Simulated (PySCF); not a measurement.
A GIAO shielding run with PySCF 2.14.0 with density-fitted response routines (density fitting, non-relativistic, gas phase) on SMILES C/C=C/C[SiH2]SC, C$_{5}$H$_{12}$SSi:

```
$ OMP_NUM_THREADS=1 python probes_run.py task.json out

{"job": {"kind": "nmr", "xc": "PBE0", "basis": "pcSseg-1"}, "charge": 0, "multiplicity": 1}
C     -3.746705     0.331979     0.215775
C     -2.442947    -0.221687    -0.255086
C     -1.460177    -0.615839     0.537625
C     -0.152188    -1.146398     0.067878
Si     1.216858     0.133828     0.356473
S      3.048360    -0.745198    -0.334660
C      4.182136     0.634596     0.001284
H     -3.794956     0.342603     1.301999
H     -3.879233     1.349991    -0.151019
H     -4.573697    -0.265405    -0.167734
H     -2.327905    -0.294817    -1.329397
H     -1.571867    -0.538804     1.611587
H      0.092195    -2.063338     0.607265
H     -0.207170    -1.395347    -0.992635
H      1.389891     0.461529     1.773130
H      0.990987     1.363900    -0.403347
H      5.168610     0.318313    -0.319963
H      4.188735     0.850859     1.064626
H      3.869269     1.508485    -0.560935
```

Hardware: 1 thread of an Intel Xeon, shared host. The job also computes population analyses, field gradients.

Q: How large is the calculation?

A: 72 electrons, 193 basis functions and 1045 auxiliary functions.

Q: How long does it take, and how much memory does it need?

A: 79 s of wall time, with 13 SCF cycles and 5 response iterations; peak memory 0.85 GiB. Times on a shared host scatter by some tens of per cent.
